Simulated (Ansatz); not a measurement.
## Two structures, one formula

The two ends of one reaction step of CH6Ge, singlet (PBE0-D4/def2-TZVP).

A:

```
atom    x (Å)    y (Å)    z (Å)
 Ge1  -0.9969   0.7594   0.1073
  H2  -1.1334  -1.2764   0.6905
  C3   0.9509   0.3949  -0.1912
  H4  -1.2898  -0.8594   1.3262
  H5  -1.5120  -0.1371  -1.1080
  H6   1.5407   0.6400   0.6931
  H7   1.2479   1.0899  -0.9861
  H8   1.1925  -0.6113  -0.5318
```

B:

Ge1  (-1.666, 0.730, 0.270)
H2  (0.224, -0.542, 0.407)
C3  (1.075, 0.001, -0.037)
H4  (-1.888, -0.646, 1.049)
H5  (-1.836, -0.011, -1.131)
H6  (1.651, 0.470, 0.758)
H7  (0.772, 0.754, -0.766)
H8  (1.668, -0.756, -0.551)
(Å)

Computed with Ansatz 0.2.0 (basis: def2-TZVPP); correlated methods freeze the cores. Filled d shells of the heavier atoms are correlated. The def2 sets are not built for correlating such inner shells, so the correlated values are less sure here. B3LYP uses VWN-RPA correlation.

Which structure is lower at CCSD(T), and by how much? (To be estimated.)

By the calculation: B, by 0.384 eV (electronic energy, against the other). By their contacts, A is a complex of CH₄Ge ([CH3][GeH]) + H₂ and B is a complex of GeH₂ + CH₄.

All methods give the same order:

| method | E(B) − E(A) (eV) |
| --- | --- |
| SPW92 | -0.234 |
| PBE-D4 | -0.303 |
| BLYP-D4 | -0.374 |
| r2SCAN-D4 | -0.334 |
| B97M-V | -0.498 |
| PBE0-D4 | -0.346 |
| B3LYP-D4 | -0.406 |
| r2SCAN0-D4 | -0.363 |
| BHLYP-D4 | -0.467 |
| CAM-B3LYP-D4 | -0.425 |
| wB97X-V | -0.399 |
| wB97M-V | -0.396 |
| B2PLYP | -0.391 |
| PBE-QIDH | -0.348 |
| RPA on PBE | -0.412 |
| HF | -0.633 |
| MP2 | -0.306 |
| CCSD | -0.425 |
| CCSD(T) | -0.384 |

No T1 diagnostic of these runs exceeds 0.012.

Labels in which every atom is bracketed show which atoms are joined, not bond orders.

For scale, one of the runs: CCSD(T)/def2-TZVPP, 163 basis functions, launched by `ansatz run in.yaml --threads 2 --pin off --events-out ev --progress --plain --max-ram 4352MiB`. Hardware: 2 CPU threads of an Arm Neoverse V1, shared host. Wall time 36 s; peak host memory 1.2 GiB.
